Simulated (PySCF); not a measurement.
# Radial density of Os⁵³⁺ (osmium, charge +53)

BLYP, [Ar] 3d5, high-spin 6S determinant. Computed with PySCF 2.14 in an uncontracted even-tempered set (16 s from 13 bohr⁻², ratio 2.5; 10 p from 17 bohr⁻², ratio 2.5; 7 d from 17 bohr⁻², ratio 2.5; 4 f from 63 bohr⁻², ratio 2.7; 3 g from 95 bohr⁻², ratio 2.7), with no relativity, point nucleus.

| r (bohr) | 4πr²ρ (e/bohr) | 4πr²(ρα − ρβ) |
| --- | --- | --- |
| 0.000368 | 0.5059 | 0.0000 |
| 0.000619 | 1.378 | -0.0001 |
| 0.00104 | 3.655 | -0.0002 |
| 0.00175 | 9.283 | -0.0005 |
| 0.00295 | 21.90 | -0.0011 |
| 0.00496 | 45.71 | -0.0022 |
| 0.00834 | 77.91 | -0.0033 |
| 0.0140 | 97.25 | 0.0045 |
| 0.0236 | 89.26 | 0.1336 |
| 0.0397 | 105.7 | 1.4878 |
| 0.0668 | 123.3 | 9.7814 |
| 0.112 | 77.25 | 29.2298 |
| 0.189 | 78.71 | 24.8905 |
| 0.318 | 11.69 | 2.7253 |
| 0.534 | 0.08313 | 0.0179 |

A non-relativistic calculation at this Z misses sizeable relativistic shifts. Spin-orbit coupling, which splits the p, d and f shells strongly at this Z, is absent. Spin-orbit coupling is strong in this species (close to jj coupling), so the high-spin LS determinant is a model state, not a physical level.

Task: Where is the radial spin density 4πr²(ρα − ρβ) most negative, and why is it negative at all?

Result: Around r = 0.00834 bohr, down to -0.0033 e/bohr: exchange with the open shell polarises the paired shells in an unrestricted calculation.
